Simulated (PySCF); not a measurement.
MH₂ across the second period

Level: PBE0, basis family def2-TZVP, no relativity.

Each entry is the lowest minimum that a search over a few typed start shapes (and spin states, where more than one is plausible) found, or that minimum re-optimised at the stated level; isomers with ligand–ligand bonds, or fragments after loss of a ligand pair, can lie lower. Open shells are unrestricted; no spin–orbit coupling; PySCF with density fitting.

```tsv
molecule	2S+1	point group	mean bond to the central atom (Å)	highest ω (cm⁻¹)	lowest ω (cm⁻¹)	polar-tensor charge of the central atom	distinct angles (°)
BeH₂	1	D∞h	1.339	2224	710	0.70	180
BH₂	2	C2v	1.191	2754	979	0.10	129
CH₂	3	C2v	1.079	3390	1057	-0.18	135
H₂O	1	C2v	0.960	3961	1624	-0.54	105
```

The bond shortens at every step; the largest change, -0.148 Å, falls between BeH₂ and BH₂ among the members listed.

The shape changes along the series: D∞h for BeH₂; C2v for BH₂ and CH₂ and H₂O.

Left out of the table are members whose search was unfinished or whose lowest solution was spin-contaminated, unstable, very soft or bonded differently.

Open d and f shells are single-determinant solutions and may miss the true ground state.
